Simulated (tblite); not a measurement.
Compound: C6H8NO2 (doublet state).
Numbering: `[NH:1][C:2](=[O:3])[CH2:4][CH2:5]/[CH:6]=[CH:7]\[CH:8]=[O:9]` (hydrogens: H10 on N1; H11, H12 on C4; H13, H14 on C5; H15 on C6; H16 on C7; H17 on C8)

The geometry is computed with GFN2-xTB (gas phase). This method treats the open shell by occupation alone, without spin polarisation.

**Question.** Give the optimised bond lengths and angles.

**Answer.** 
```csv
bond,length (Å),order
N1–C2,1.296,single
C2=O3,1.244,double
C2–C4,1.509,single
C4–C5,1.533,single
C5–C6,1.486,single
C6=C7,1.337,double
C7–C8,1.457,single
C8=O9,1.205,double
N1–H10,1.012,single
"C4–H11, C4–H12",1.092,single
"C5–H13, C5–H14",1.092,single
C6–H15,1.085,single
C7–H16,1.082,single
C8–H17,1.106,single
```

Bonds in one row agree within 0.01 Å and their mean is given. Orders are formal, as drawn. A selection of angles:
```csv
angle,degrees
N1–C2–O3,117.1
N1–C2–C4,118.6
O3–C2–C4,124.2
C2–C4–C5,110.9
C4–C5–C6,110.6
C5–C6–C7,128.2
C6–C7–C8,125.8
C7–C8–O9,124.5
H10–N1–C2,117.5
```

Torsions: N1–C2–C4–C5 -178° (antiperiplanar); C2–C4–C5–C6 179° (antiperiplanar); C4–C5–C6–C7 119° (anticlinal); C5–C6–C7–C8 0° (synperiplanar); C6–C7–C8–O9 178° (antiperiplanar); H10–N1–C2–O3 0° (synperiplanar). The mirror-image conformer, all signs reversed, is as good.

N1 (nitrogen bonded to C and H) is bent (angle 117.5°). C2 (carbon bonded to C, N and O) is planar (angles 124.2°, 118.6° and 117.1°, sum 360.0°, 0.00 Å off the plane of its three neighbours). C8 (carbon bonded to C, O and H) is planar (angles 124.5°, 120.3° and 115.2°, sum 360.0°, 0.00 Å off the plane of its three neighbours). C7 (carbon bonded to 2 C and H) is planar (angles 125.8°, 120.0° and 114.2°, sum 360.0°, 0.00 Å off the plane of its three neighbours). C6 (carbon bonded to 2 C and H) is planar (angles 128.2°, 117.8° and 114.0°, sum 360.0°, 0.00 Å off the plane of its three neighbours). The C–O distances run from 1.205 Å (C8=O9, drawn double) to 1.244 Å (C2=O3, drawn double in one of several resonance forms), a spread of 0.039 Å. The C–C distances run from 1.337 Å (C6=C7, drawn double) to 1.533 Å (C4–C5, drawn single), a spread of 0.196 Å.

Point group: C1 (no symmetry element, even within 0.4 Å). GFN2-xTB frequencies show an imaginary mode (34i cm⁻¹), so the point is no minimum at that level. Torsions: H–N1–C2–O3 0°, N1–C2–C4–C5 -178°, C2–C4–C5–C6 179°, C4–C5–C6–C7 119°, C6–C7–C8–O9 178°. 3 starts were optimised and ended at 0.00, 0.06 and -30.84 kcal/mol (GFN2-xTB); the lowest of these is shown.
